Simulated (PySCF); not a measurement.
**MGa for M along group 14**

PBE0 with double-zeta basis sets in PySCF, for the lowest determinant that a PBE0 search found; no spin–orbit coupling. De refers to high-spin ground-configuration atoms. A positive dipole means M(−)Ga(+).

```csv
M,basis,state (unpaired electrons),Re (Å),ωe (cm⁻¹),De (eV),μ (D)
C,def2-SVP,"quartet (σ ↑, π ↑↑)",2.001,556,3.34,1.88
Ge,cc-pVDZ-PP,"quartet (σ ↑, π ↑↑)",2.488,218,2.36,1.31
Sn,def2-SVP,"quartet (σ ↑, π ↑↑)",2.664,186,2.17,0.87
Pb,def2-SVP,"quartet (σ ↑, π ↑↑)",2.722,166,2.05,0.49
```

The shortest bond is that of GaC (2.001 Å), the longest that of GaPb (2.722 Å).

The rows differ in basis set, which adds steps of its own.

Down a group the atoms grow and get heavier, so bonds lengthen and wavenumbers fall; this series shows no clear exception.

These are scalar-relativistic numbers at best; spin–orbit coupling would shift them, the dissociation energy most. States were picked by a PBE0 search and need not be the measured ground states.
